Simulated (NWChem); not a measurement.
System: SnNH2F, singlet; SMILES [NH2][Sn][F]

Input file for NWChem:

```
start job
memory heap 200 mb stack 900 mb global 1100 mb
geometry units angstroms noautoz
  Sn     0.378284     0.030676     0.000000
  F     -0.817201    -1.557228     0.000000
  N     -1.219448     1.312735     0.000000
  H     -2.183142     0.960260     0.000000
  H     -1.191311     2.336489     0.000000
end
basis spherical
  Sn library def2-svp
  F library def2-svp
  N library def2-svp
  H library def2-svp
end
ecp
  Sn library def2-ecp
end
dft
  xc scan
  grid coarse
  iterations 150
  mulliken
end
task dft gradient
```

Parts of the log:

```
             Northwest Computational Chemistry Package (NWChem) 7.3.0
             --------------------------------------------------------

 CS  symmetry detected

                             Geometry "geometry" -> ""
                             -------------------------

 Output coordinates in angstroms (scale by  1.889725989 to convert to a.u.)

  No.       Tag          Charge          X              Y              Z
 ---- ---------------- ---------- -------------- -------------- --------------
    1 Sn                  50.0000     0.38466426     0.00176842     0.00000000
    2 F                    9.0000    -0.92652496    -1.49202082     0.00000000
    3 N                    7.0000    -1.11243351     1.40002487     0.00000000
    4 H                    1.0000    -2.09984490     1.12080542     0.00000000
    5 H                    1.0000    -1.00760889     2.41878673     0.00000000

 Effective nuclear repulsion energy (a.u.)     251.3380698381

      Symmetry information
      --------------------

 Group name             Cs
 Group number              2
 Group order               2
 No. of unique centers     5

                                 NWChem DFT Module
                                 -----------------

 Summary of "ao basis" -> "ao basis" (spherical)
 ------------------------------------------------------------------------------
       Tag                 Description            Shells   Functions and Types
 ---------------- ------------------------------  ------  ---------------------
 Sn                         def2-svp                10       26   4s4p2d
 F                          def2-svp                 6       14   3s2p1d
 N                          def2-svp                 6       14   3s2p1d
 H                          def2-svp                 3        5   2s1p

      Symmetry analysis of basis
      --------------------------

        a'         46
        a"         18

            General Information
            -------------------
          SCF calculation type: DFT
          Wavefunction type:  closed shell.
          No. of atoms     :     5
          No. of electrons :    40
           Alpha electrons :    20
            Beta electrons :    20
          Charge           :     0
          Spin multiplicity:     1
          Use of symmetry is: on ; symmetry adaption is: on
          Maximum number of iterations: 150
          AO basis - number of functions:    64
                     number of shells:    28
          Convergence on energy requested:  1.00D-06
          Convergence on density requested:  1.00D-05
          Convergence on gradient requested:  5.00D-04

              XC Information
              --------------
                         SCAN Method XC Functional
                  SCAN metaGGA Exchange Functional  1.000
                        SCAN Correlation Potential  1.000

             Grid Information
             ----------------
          Grid used for XC integration:  coarse
          Radial quadrature: Mura-Knowles
          Angular quadrature: Lebedev.
          Tag              B.-S. Rad. Rad. Pts. Rad. Cut. Ang. Pts.
          ---              ---------- --------- --------- ---------
          Sn                  1.45      104           8.0       302
          F                   0.50       35          10.0       302
          N                   0.65       35           8.0       302
          H                   0.35       35          10.0       302
          Grid pruning is: on
          Number of quadrature shells:   244
          Spatial weights used:  Erf1

      Superposition of Atomic Density Guess
      -------------------------------------

 Sum of atomic energies:        -403.63099398

      Non-variational initial energy
      ------------------------------

 Total energy =    -368.105057
 1-e energy   =    -834.495616
 2-e energy   =     343.524969
 HOMO         =      -0.309087
 LUMO         =      -0.035881

      Symmetry analysis of molecular orbitals - initial
      -------------------------------------------------

  Numbering of irreducible representations:

     1 a'          2 a"

  Orbital symmetries:

     1 a'          2 a'          3 a'          4 a'          5 a'
     6 a"          7 a'          8 a'          9 a'         10 a"
    11 a"         12 a'         13 a'         14 a'         15 a'
    16 a"         17 a'         18 a'         19 a"         20 a'
    21 a"         22 a'         23 a'         24 a'         25 a'
    26 a'         27 a"         28 a'         29 a'         30 a'

     ---------------------------------------------
      Total Density - Mulliken Population Analysis
     ---------------------------------------------

    Atom       Charge   Shell Charges
 -----------   ------   -------------------------------------------------------
    1 Sn  22    20.73   1.60  0.43  1.18  0.71  3.28  2.72  0.49  0.26  9.78  0.30
    2 F    9     9.78   1.99  1.16  0.81  3.58  2.24  0.00
    3 N    7     7.97   1.99  1.04  0.50  2.58  1.84  0.00
    4 H    1     0.77   0.59  0.14  0.04
    5 H    1     0.76   0.59  0.13  0.04

   convergence    iter        energy       DeltaE   RMS-Dens  Diis-err
 ---------------- ----- ----------------- --------- --------- ---------
 d= 0,ls=0.0,diis     1   -369.9093112311 -4.93D+02  3.81D-02  8.42D-01
 d= 0,ls=0.0,diis     2   -368.8914875548  1.02D+00  2.62D-02  1.00D+01
 d= 0,ls=0.0,diis     3   -370.0075343271 -1.12D+00  7.57D-03  1.40D-01
 d= 0,ls=0.0,diis     4   -370.0036941641  3.84D-03  4.03D-03  1.79D-01
 d= 0,ls=0.0,diis     5   -370.0263877571 -2.27D-02  3.68D-04  4.15D-04
  Resetting Diis
 d= 0,ls=0.0,diis     6   -370.0264401523 -5.24D-05  1.05D-04  2.79D-05
 d= 0,ls=0.0,diis     7   -370.0264431958 -3.04D-06  6.26D-05  3.09D-06
 d= 0,ls=0.0,diis     8   -370.0264413252  1.87D-06  4.44D-05  1.80D-05
 d= 0,ls=0.0,diis     9   -370.0264435675 -2.24D-06  7.98D-06  3.50D-07
 d= 0,ls=0.0,diis    10   -370.0264436081 -4.06D-08  1.94D-06  2.73D-08

         Total DFT energy =     -370.026443608099
      One electron energy =     -837.428390953870
           Coulomb energy =      380.747902489670
    Exchange-Corr. energy =      -36.211545093325
 Nuclear repulsion energy =      122.865589949426

 Numeric. integr. density =       40.000128400025

                  Occupations of the irreducible representations
                  ----------------------------------------------

                     irrep           alpha         beta
                     --------     --------     --------
                     a'               15.0         15.0
                     a"                5.0          5.0

                       DFT Final Molecular Orbital Analysis
                       ------------------------------------

 Vector   18  Occ=2.000000D+00  E=-2.981206D-01  Symmetry=a'
              MO Center= -7.7D-01, -1.3D+00, -6.8D-16, r^2= 1.1D+00
   Bfn.  Coefficient  Atom+Function         Bfn.  Coefficient  Atom+Function
  ----- ------------  ---------------      ----- ------------  ---------------
    31      0.562535  2 F  py                34     -0.401442  2 F  py
    30     -0.276361  2 F  px                33      0.195194  2 F  px
    11      0.137389  1 Sn px                 3      0.130066  1 Sn s
     4      0.084250  1 Sn s                 14      0.077273  1 Sn px
    43      0.071813  3 N  s                 45      0.066516  3 N  py

 Vector   19  Occ=2.000000D+00  E=-2.474750D-01  Symmetry=a'
              MO Center=  1.8D-01, -5.9D-02,  1.1D-15, r^2= 3.3D+00
   Bfn.  Coefficient  Atom+Function         Bfn.  Coefficient  Atom+Function
  ----- ------------  ---------------      ----- ------------  ---------------
     3      0.482614  1 Sn s                  4      0.338988  1 Sn s
    30      0.334433  2 F  px                11      0.310365  1 Sn px
    33     -0.249599  2 F  px                43     -0.235502  3 N  s
    44      0.206127  3 N  px                 2     -0.197690  1 Sn s
     1     -0.164681  1 Sn s                 45     -0.154223  3 N  py

 Vector   20  Occ=2.000000D+00  E=-2.303407D-01  Symmetry=a"
              MO Center= -9.6D-01,  1.2D+00, -3.5D-15, r^2= 1.6D+00
   Bfn.  Coefficient  Atom+Function         Bfn.  Coefficient  Atom+Function
  ----- ------------  ---------------      ----- ------------  ---------------
    46      0.535773  3 N  pz                49     -0.459613  3 N  pz
    13     -0.178911  1 Sn pz                32     -0.151978  2 F  pz
    16     -0.131054  1 Sn pz                35      0.117305  2 F  pz
    18      0.062369  1 Sn d -1              10      0.059289  1 Sn pz
     7      0.055287  1 Sn pz                23     -0.045821  1 Sn d -1

 Vector   21  Occ=0.000000D+00  E=-8.921918D-02  Symmetry=a"
              MO Center=  2.6D-01,  1.1D-01,  2.3D-15, r^2= 3.4D+00
   Bfn.  Coefficient  Atom+Function         Bfn.  Coefficient  Atom+Function
  ----- ------------  ---------------      ----- ------------  ---------------
    13      0.593402  1 Sn pz                16      0.510343  1 Sn pz
    49     -0.262410  3 N  pz                46      0.256247  3 N  pz
    10     -0.174850  1 Sn pz                32      0.166183  2 F  pz
     7     -0.162118  1 Sn pz                35     -0.141387  2 F  pz
    25     -0.057096  1 Sn d  1              20      0.050733  1 Sn d  1

 Vector   22  Occ=0.000000D+00  E=-2.130634D-02  Symmetry=a'
              MO Center=  4.9D-01,  3.2D-02,  1.9D-15, r^2= 4.0D+00
   Bfn.  Coefficient  Atom+Function         Bfn.  Coefficient  Atom+Function
  ----- ------------  ---------------      ----- ------------  ---------------
    15      0.722649  1 Sn py                12      0.464813  1 Sn py
    43     -0.320911  3 N  s                 29      0.249176  2 F  s
    30     -0.191582  2 F  px                33      0.165726  2 F  px
     3     -0.158996  1 Sn s                 56      0.157435  4 H  s
     9     -0.144520  1 Sn py                14      0.136305  1 Sn px

 Vector   23  Occ=0.000000D+00  E= 2.385278D-02  Symmetry=a'
              MO Center= -1.2D-01,  4.0D-01,  1.9D-15, r^2= 5.1D+00
   Bfn.  Coefficient  Atom+Function         Bfn.  Coefficient  Atom+Function
  ----- ------------  ---------------      ----- ------------  ---------------
    43      0.847671  3 N  s                 14      0.757312  1 Sn px
    61     -0.409247  5 H  s                 11      0.359362  1 Sn px
     3     -0.316828  1 Sn s                 42      0.258312  3 N  s
     4     -0.255490  1 Sn s                 29      0.207251  2 F  s
    15     -0.174263  1 Sn py                31     -0.170877  2 F  py

     ---------------------------------------------
      Total Density - Mulliken Population Analysis
     ---------------------------------------------

    Atom       Charge   Shell Charges
 -----------   ------   -------------------------------------------------------
    1 Sn  22    21.35   1.60  0.43  1.34  0.49  3.26  2.74  0.93  0.40  9.71  0.44
    2 F    9     9.46   1.99  1.12  0.84  3.31  2.19  0.00
    3 N    7     7.47   1.99  0.99  0.51  2.37  1.60  0.01
    4 H    1     0.86   0.69  0.12  0.05
    5 H    1     0.86   0.70  0.12  0.05

     -------------------------------------------
      Total Density - Lowdin Population Analysis
     -------------------------------------------

    Atom       Charge   Shell Charges
 -----------   ------   -------------------------------------------------------
    1 Sn  22    21.52   1.19  0.79  1.03  0.73  3.01  2.83  1.06  0.61  9.45  0.83
    2 F    9     9.35   1.98  1.04  0.82  3.20  2.31  0.00
    3 N    7     7.25   1.97  0.75  0.47  2.19  1.86  0.02
    4 H    1     0.93   0.59  0.22  0.13
    5 H    1     0.94   0.59  0.22  0.13

     Multipole analysis of the density
     ---------------------------------

     L   x y z        total         alpha         beta         nuclear
     -   - - -        -----         -----         ----         -------
     0   0 0 0     -0.000000    -20.000000    -20.000000     40.000000

     1   1 0 0      0.413550     10.383516     10.383516    -20.353481
     1   0 1 0      1.035905      0.564738      0.564738     -0.093571
     1   0 0 1     -0.000000     -0.000000     -0.000000      0.000000

     2   2 0 0    -25.520306    -57.520737    -57.520737     89.521169
     2   1 1 0     -2.585339      4.485731      4.485731    -11.556801
     2   1 0 1     -0.000000     -0.000000     -0.000000      0.000000
     2   0 2 0    -26.235148    -86.078749    -86.078749    145.922349
     2   0 1 1     -0.000000     -0.000000     -0.000000      0.000000
     2   0 0 2    -25.186903    -12.593451    -12.593451      0.000000

            General Information
            -------------------
          SCF calculation type: DFT
          Wavefunction type:  closed shell.
          No. of atoms     :     5
          No. of electrons :    40
           Alpha electrons :    20
            Beta electrons :    20
          Charge           :     0
          Spin multiplicity:     1
          Use of symmetry is: on ; symmetry adaption is: on
          Maximum number of iterations: 150
          AO basis - number of functions:    64
                     number of shells:    28
          Convergence on energy requested:  1.00D-06
          Convergence on density requested:  1.00D-05
          Convergence on gradient requested:  5.00D-04

              XC Information
              --------------
                         SCAN Method XC Functional
                  SCAN metaGGA Exchange Functional  1.000
                        SCAN Correlation Potential  1.000

             Grid Information
             ----------------
          Grid used for XC integration:  coarse
          Radial quadrature: Mura-Knowles
          Angular quadrature: Lebedev.
          Tag              B.-S. Rad. Rad. Pts. Rad. Cut. Ang. Pts.
          ---              ---------- --------- --------- ---------
          Sn                  1.45      104           8.0       302
          F                   0.50       35          10.0       302
          N                   0.65       35           8.0       302
          H                   0.35       35          10.0       302
          Grid pruning is: on
          Number of quadrature shells:   244
          Spatial weights used:  Erf1

          Convergence Information
          -----------------------
          Convergence aids based upon iterative change in
          total energy or number of iterations.
          Levelshifting, if invoked, occurs when the
          HOMO/LUMO gap drops below (HL_TOL):  1.00D-02
          DIIS, if invoked, will attempt to extrapolate
          using up to (NFOCK): 10 stored Fock matrices.

                    Damping( 0%)  Levelshifting(0.5)       DIIS
                  --------------- ------------------- ---------------
          dE  on:    start            ASAP                start
          dE off:    2 iters        150 iters           150 iters

                            NWChem DFT Gradient Module
                            --------------------------

  charge          =   0.00
  wavefunction    = closed shell

  Using symmetry

                         DFT ENERGY GRADIENTS

    atom               coordinates                        gradient
                 x          y          z           x          y          z
   1 Sn      0.726910   0.003342   0.000000    0.009607   0.000480   0.000000
   2 F      -1.750878  -2.819511   0.000000   -0.004484  -0.006486   0.000000
   3 N      -2.102195   2.645663   0.000000   -0.001043   0.002668   0.000000
   4 H      -3.968131   2.118015   0.000000   -0.004779  -0.001513   0.000000
   5 H      -1.904105   4.570844   0.000000    0.000699   0.004851   0.000000
```

Level: SCAN/def2-SVP with def2 effective core potentials on Sn. Low-valent species are run as closed-shell singlets; no triplet was tried in these runs. All runs use the structure optimised with PBE-D3(BJ)/def2-SVP. def2 effective core potentials on Sn; no spin-orbit coupling.
